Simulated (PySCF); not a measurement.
Se(SH)(GeH3) (GeH4SSe), SMILES [Se](S)[GeH3]. Geometry: PBE-D3(BJ)/def2-SVP. The structure was generated by enumeration, and PubChem lists no compound with its InChIKey, so it may never have been made. Other conformers were not sampled.

The numbers are results of PBE-D3(BJ)/def2-SVP in PySCF, not measurements.

Harmonic wavenumbers (cm⁻¹): 97, 118, 262, 270, 375, 503, 518, 777, 789, 829, 847, 2064, 2086, 2095, 2571. Rotational constants (GHz): 4.867, 1.552, 1.205; symmetry number 1.

Q: Work out the zero-point energy and the ideal-gas rigid-rotor harmonic-oscillator thermochemistry at 298.15 K and 1 atm.

A: ZPE = ½ Σ hcν = ½ × 14200 cm⁻¹ = 20.30 kcal/mol. H − E(el) = 24.83 kcal/mol. Entropy in cal/(mol K): translation 41.59, rotation 27.96, vibration 13.02, total 82.57. G − E(el) = 0.21 kcal/mol. Cp = 21.85 cal/(mol K). Modes under 150 cm⁻¹ make the vibrational entropy uncertain.
